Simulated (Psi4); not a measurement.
CH5AlO2 (SMILES C[O][AlH][OH]), singlet, at a GFN2-xTB geometry (such geometries of metal compounds can be far from the true shape), atoms displaced at random by about 0.08 Å a coordinate; Psi4 1.11 with B3LYP/6-31G, gradient.

Input for Psi4:
```
memory 2 GB

molecule mol {
0 1
Al   -0.318068    0.093030    0.761489
H    -1.445594   -0.784887    1.214154
O     0.344019    0.911392    1.856628
H     0.847785    1.603030    2.428310
O    -0.062514   -0.419025   -0.868537
C     0.224501   -0.585777   -2.193731
H     1.083346   -1.421566   -2.282218
H    -0.555218   -1.089479   -2.646695
H     0.629048    0.318044   -2.700179
symmetry c1
no_reorient
no_com
}

set {
  basis 6-31g
  reference rks
}

gradient('b3lyp')
print_variables()
```

It wrote (shortened):

```
gradient() will perform analytic gradient computation.

   => Loading Basis Set <=

    Name: 6-31G
    Role: ORBITAL
    Keyword: BASIS

         ---------------------------------------------------------
                                   SCF
               by Justin Turney, Rob Parrish, Andy Simmonett
                          and Daniel G. A. Smith
                              RKS Reference
         ---------------------------------------------------------

  ==> Geometry <==

    Molecular point group: c1
    Full point group: C1

    Geometry (in Angstrom), charge = 0, multiplicity = 1:

       Center              X                  Y                   Z               Mass
    ------------   -----------------  -----------------  -----------------  -----------------
         AL          -0.318068000000     0.093030000000     0.761489000000    26.981538530000
         H           -1.445594000000    -0.784887000000     1.214154000000     1.007825032230
         O            0.344019000000     0.911392000000     1.856628000000    15.994914619570
         H            0.847785000000     1.603030000000     2.428310000000     1.007825032230
         O           -0.062514000000    -0.419025000000    -0.868537000000    15.994914619570
         C            0.224501000000    -0.585777000000    -2.193731000000    12.000000000000
         H            1.083346000000    -1.421566000000    -2.282218000000     1.007825032230
         H           -0.555218000000    -1.089479000000    -2.646695000000     1.007825032230
         H            0.629048000000     0.318044000000    -2.700179000000     1.007825032230

  Running in c1 symmetry.

  Rotational constants: A =      1.06406  B =      0.08845  C =      0.08306 [cm^-1]
  Rotational constants: A =  31899.85988  B =   2651.77158  C =   2490.19542 [MHz]
  Nuclear repulsion =  159.109423148429585

  Charge       = 0
  Multiplicity = 1
  Electrons    = 40
  Nalpha       = 20
  Nbeta        = 20

  ==> Algorithm <==

  SCF Algorithm Type is DF.
  DIIS enabled.
  MOM disabled.
  Fractional occupation disabled.
  Guess Type is SAD.
  Energy threshold   = 1.00e-08
  Density threshold  = 1.00e-08
  Integral threshold = 1.00e-12

  ==> Primary Basis <==

  Basis Set: 6-31G
    Blend: 6-31G
    Number of shells: 32
    Number of basis functions: 50
    Number of Cartesian functions: 50
    Spherical Harmonics?: false
    Max angular momentum: 1

  ==> DFT Potential <==

   => LibXC <=

    Version 7.1.2
[...]
  @DF-RKS Final Energy:  -433.95005999023346
    Total Energy =                       -433.9500599902334557
[...]

    Version 7.1.2
    S. Lehtola, C. Steigemann, M. J. T. Oliveira, and M. A. L. Marques,  SoftwareX 7, 1–5 (2018) (10.1016/j.softx.2017.11.002)

   => Composite Functional: B3LYP <=

    B3LYP Hyb-GGA Exchange-Correlation Functional

    P. J. Stephens, F. J. Devlin, C. F. Chabalowski, and M. J. Frisch,  J. Phys. Chem. 98, 11623 (1994) (10.1021/j100096a001)

    Deriv               =              1
    GGA                 =           TRUE
    Meta                =          FALSE

    Exchange Hybrid     =           TRUE
    MP2 Hybrid          =          FALSE

   => Exchange Functionals <=

    0.0800   Slater exchange
    0.7200         Becke 88

   => Exact (HF) Exchange <=

    0.2000               HF

   => Correlation Functionals <=

    0.1900   Vosko, Wilk & Nusair (VWN5_RPA)
    0.8100   Lee, Yang & Parr

   => LibXC Density Thresholds  <==

    XC_HYB_GGA_XC_B3LYP:  1.00E-15

   => Molecular Quadrature <=

    Radial Scheme          =       TREUTLER
    Pruning Scheme         =           NONE
    Nuclear Scheme         =       TREUTLER

    Blocking Scheme        =         OCTREE
    BS radius alpha        =              1
    Pruning alpha          =              1
    Radial Points          =             75
    Spherical Points       =            302
    Total Points           =         195743
    Total Blocks           =           1545
    Max Points             =            256
    Max Functions          =             49
    Weights Tolerance      =       1.00E-15

  -Total Gradient:
     Atom            X                  Y                   Z
    ------   -----------------  -----------------  -----------------
       1        0.060246057246     0.094628803660     0.122081860868
       2        0.023630926456     0.012644221484    -0.011974154897
       3       -0.107794614114    -0.139334055221    -0.136870321037
       4        0.032442306527     0.047559550204     0.037328846430
       5        0.002025174991    -0.026753408253    -0.042686610099
       6       -0.086304791062     0.029088873897     0.000946291619
       7        0.022272213702    -0.033062287743    -0.000454884273
       8        0.041846314243     0.007568076778     0.031806593169
       9        0.011669915331     0.007530115472    -0.000080552676

  Variable Map:
  ----------------------------------------------------------------------------
[...]
  Array Variable Map:
  ----------------------------------------------------------------------------
[...]
[...]
```
